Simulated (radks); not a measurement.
Results of a calculation; reference values are marked as such.
All-electron atom: Pm VII in [Xe] 4f(5/2: 1, 7/2: 0) (not the ground configuration).

Level of theory: Dirac Kohn-Sham, relativistic LDA (MacDonald-Vosko exchange, VWN5 correlation), spin-unpolarised, spherical densities, finite nucleus; Fermi nuclear charge, rms radius 4.962 fm (a radial shooting solver on a logarithmic mesh with Libxc functionals).

Energy parts (eV):
| part | energy |
|---|---|
| total | -271974.79 |
| kinetic | 293163.01 |
| electron-nucleus | -659791.96 |
| Hartree | 100154.92 |
| exchange-correlation | -5500.75 |

Orbitals (lengths in bohr, moments of r in powers of bohr; <r^-3> diverges for s and p1/2; r(max) is where P^2 peaks):
orbital  occ.  eigenvalue (eV)   r(max)  <r^-3>      <r>   <1/r>  small-component weight
1s1/2       2        -44789.86  0.01485       -  0.02327   67.14                5.09e-02
2s1/2       2        -7375.488  0.08428       -  0.09881   15.93                1.12e-02
2p1/2       2        -6997.867  0.06388       -  0.08269   15.92                1.12e-02
2p3/2       4        -6443.985  0.06940    8344  0.08918   14.26                1.05e-02
3s1/2       2        -1693.324   0.2397       -   0.2611   5.781                3.48e-03
3p1/2       2        -1529.883   0.2264       -   0.2505   5.700                3.43e-03
3p3/2       4        -1418.524   0.2383    1728   0.2631   5.283                3.22e-03
3d3/2       4        -1131.849   0.1901   287.6   0.2343   5.158                3.11e-03
3d5/2       6        -1107.623   0.1934   258.8   0.2383   5.053                3.05e-03
4s1/2       2        -416.8287   0.5510       -   0.5882   2.441                1.12e-03
4p1/2       2        -354.0257   0.5564       -   0.6008   2.343                1.06e-03
4p3/2       4        -328.6801   0.5811   394.8   0.6278   2.204                9.88e-04
4d3/2       4        -224.2815   0.5907   56.54   0.6624   2.005                8.45e-04
4d5/2       6        -219.6114   0.5985   50.39   0.6714   1.971                8.27e-04
4f5/2       1         -96.6317   0.5871   8.057   0.7798   1.581                5.52e-04
4f7/2       0         -95.9323   0.5907   7.857   0.7848   1.570                5.46e-04
5s1/2       2        -120.0338    1.214       -    1.300   1.039                3.04e-04
5p1/2       2        -100.0571    1.293       -    1.399  0.9559                2.65e-04
5p3/2       4         -95.0800    1.349   77.80    1.457  0.9096                2.48e-04

The highest occupied level is 5p3/2 at -95.080 eV. The configuration is held as typed, so some empty levels lie below it. The electron density at the nucleus is 4.866e+05 e/bohr^3.
